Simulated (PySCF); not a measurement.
H9Si4, SMILES [SiH2][SiH]([SiH3])[SiH3] (connectivity only; charge and spin as stated), charge +1, multiplicity 1.

The structure is a stationary point at B3LYP-D3(BJ)/def2-SVP. The multiplicity is an assumed one; no other spin state was optimised. The isomer is the one that the SMILES or the coordinates give; other isomers of the formula were not compared.

Computed with B3LYP-D3(BJ)/def2-SVP (PySCF 2.14.0).

Frequencies are harmonic and unscaled.

Computed harmonic wavenumbers and intensities:
```json
[
 {"mode": "1", "ν (cm⁻¹)": "8", "IR (km/mol)": "1.7", "Raman (Å⁴/amu)": "0.7", "depolarisation": "0.73", "moving atoms (share of kinetic energy)": "Si 66 %, H 34 %"},
 {"mode": "2", "ν (cm⁻¹)": "71", "IR (km/mol)": "0.0", "Raman (Å⁴/amu)": "0.5", "depolarisation": "0.73", "moving atoms (share of kinetic energy)": "H 93 %"},
 {"mode": "3", "ν (cm⁻¹)": "81", "IR (km/mol)": "0.9", "Raman (Å⁴/amu)": "2.7", "depolarisation": "0.60", "moving atoms (share of kinetic energy)": "H 72 %, Si 28 %"},
 {"mode": "4", "ν (cm⁻¹)": "82", "IR (km/mol)": "0.2", "Raman (Å⁴/amu)": "3.5", "depolarisation": "0.75", "moving atoms (share of kinetic energy)": "Si 63 %, H 37 %"},
 {"mode": "5", "ν (cm⁻¹)": "103", "IR (km/mol)": "2.9", "Raman (Å⁴/amu)": "5.4", "depolarisation": "0.31", "moving atoms (share of kinetic energy)": "Si 71 %, H 29 %"},
 {"mode": "6", "ν (cm⁻¹)": "158", "IR (km/mol)": "3.0", "Raman (Å⁴/amu)": "15.1", "depolarisation": "0.75", "moving atoms (share of kinetic energy)": "H 87 %, Si 13 %"},
 {"mode": "7", "ν (cm⁻¹)": "337", "IR (km/mol)": "2.8", "Raman (Å⁴/amu)": "40.6", "depolarisation": "0.05", "moving atoms (share of kinetic energy)": "Si 86 %, H 14 %"},
 {"mode": "8", "ν (cm⁻¹)": "387", "IR (km/mol)": "3.6", "Raman (Å⁴/amu)": "5.4", "depolarisation": "0.68", "moving atoms (share of kinetic energy)": "H 63 %, Si 37 %"},
 {"mode": "9", "ν (cm⁻¹)": "394", "IR (km/mol)": "12.7", "Raman (Å⁴/amu)": "20.0", "depolarisation": "0.74", "moving atoms (share of kinetic energy)": "Si 74 %, H 26 %"},
 {"mode": "10", "ν (cm⁻¹)": "430", "IR (km/mol)": "33.3", "Raman (Å⁴/amu)": "6.2", "depolarisation": "0.69", "moving atoms (share of kinetic energy)": "Si 68 %, H 32 %"},
 {"mode": "11", "ν (cm⁻¹)": "447", "IR (km/mol)": "16.9", "Raman (Å⁴/amu)": "0.7", "depolarisation": "0.71", "moving atoms (share of kinetic energy)": "H 95 %"},
 {"mode": "12", "ν (cm⁻¹)": "466", "IR (km/mol)": "3.3", "Raman (Å⁴/amu)": "5.0", "depolarisation": "0.70", "moving atoms (share of kinetic energy)": "H 92 %"},
 {"mode": "13", "ν (cm⁻¹)": "552", "IR (km/mol)": "5.8", "Raman (Å⁴/amu)": "12.3", "depolarisation": "0.48", "moving atoms (share of kinetic energy)": "H 77 %, Si 23 %"},
 {"mode": "14", "ν (cm⁻¹)": "559", "IR (km/mol)": "12.7", "Raman (Å⁴/amu)": "18.1", "depolarisation": "0.53", "moving atoms (share of kinetic energy)": "H 80 %, Si 20 %"},
 {"mode": "15", "ν (cm⁻¹)": "618", "IR (km/mol)": "5.8", "Raman (Å⁴/amu)": "0.1", "depolarisation": "0.37", "moving atoms (share of kinetic energy)": "H 79 %, Si 21 %"},
 {"mode": "16", "ν (cm⁻¹)": "673", "IR (km/mol)": "28.8", "Raman (Å⁴/amu)": "20.4", "depolarisation": "0.61", "moving atoms (share of kinetic energy)": "H 92 %, Si 8 %"},
 {"mode": "17", "ν (cm⁻¹)": "680", "IR (km/mol)": "40.4", "Raman (Å⁴/amu)": "19.8", "depolarisation": "0.63", "moving atoms (share of kinetic energy)": "H 92 %, Si 8 %"},
 {"mode": "18", "ν (cm⁻¹)": "830", "IR (km/mol)": "395.7", "Raman (Å⁴/amu)": "4.3", "depolarisation": "0.75", "moving atoms (share of kinetic energy)": "H 93 %"},
 {"mode": "19", "ν (cm⁻¹)": "852", "IR (km/mol)": "281.4", "Raman (Å⁴/amu)": "16.9", "depolarisation": "0.54", "moving atoms (share of kinetic energy)": "H 92 %"},
 {"mode": "20", "ν (cm⁻¹)": "920", "IR (km/mol)": "37.3", "Raman (Å⁴/amu)": "10.1", "depolarisation": "0.75", "moving atoms (share of kinetic energy)": "H 97 %"},
 {"mode": "21", "ν (cm⁻¹)": "923", "IR (km/mol)": "29.2", "Raman (Å⁴/amu)": "28.9", "depolarisation": "0.75", "moving atoms (share of kinetic energy)": "H 97 %"},
 {"mode": "22", "ν (cm⁻¹)": "927", "IR (km/mol)": "5.5", "Raman (Å⁴/amu)": "26.2", "depolarisation": "0.75", "moving atoms (share of kinetic energy)": "H 97 %"},
 {"mode": "23", "ν (cm⁻¹)": "931", "IR (km/mol)": "70.1", "Raman (Å⁴/amu)": "4.5", "depolarisation": "0.60", "moving atoms (share of kinetic energy)": "H 97 %"},
 {"mode": "24", "ν (cm⁻¹)": "952", "IR (km/mol)": "88.9", "Raman (Å⁴/amu)": "6.7", "depolarisation": "0.54", "moving atoms (share of kinetic energy)": "H 93 %"},
 {"mode": "25", "ν (cm⁻¹)": "2236", "IR (km/mol)": "7.3", "Raman (Å⁴/amu)": "175.3", "depolarisation": "0.45", "moving atoms (share of kinetic energy)": "H 97 %"},
 {"mode": "26", "ν (cm⁻¹)": "2239", "IR (km/mol)": "14.7", "Raman (Å⁴/amu)": "223.4", "depolarisation": "0.03", "moving atoms (share of kinetic energy)": "H 99 %"},
 {"mode": "27", "ν (cm⁻¹)": "2240", "IR (km/mol)": "17.7", "Raman (Å⁴/amu)": "269.7", "depolarisation": "0.01", "moving atoms (share of kinetic energy)": "H 99 %"},
 {"mode": "28", "ν (cm⁻¹)": "2246", "IR (km/mol)": "17.2", "Raman (Å⁴/amu)": "361.2", "depolarisation": "0.11", "moving atoms (share of kinetic energy)": "H 98 %"},
 {"mode": "29", "ν (cm⁻¹)": "2264", "IR (km/mol)": "0.7", "Raman (Å⁴/amu)": "39.7", "depolarisation": "0.75", "moving atoms (share of kinetic energy)": "H 96 %"},
 {"mode": "30", "ν (cm⁻¹)": "2266", "IR (km/mol)": "44.7", "Raman (Å⁴/amu)": "187.7", "depolarisation": "0.65", "moving atoms (share of kinetic energy)": "H 96 %"},
 {"mode": "31", "ν (cm⁻¹)": "2273", "IR (km/mol)": "29.2", "Raman (Å⁴/amu)": "106.9", "depolarisation": "0.68", "moving atoms (share of kinetic energy)": "H 96 %"},
 {"mode": "32", "ν (cm⁻¹)": "2273", "IR (km/mol)": "24.8", "Raman (Å⁴/amu)": "132.4", "depolarisation": "0.68", "moving atoms (share of kinetic energy)": "H 96 %"},
 {"mode": "33", "ν (cm⁻¹)": "2281", "IR (km/mol)": "19.2", "Raman (Å⁴/amu)": "143.1", "depolarisation": "0.70", "moving atoms (share of kinetic energy)": "H 95 %"}
]
```
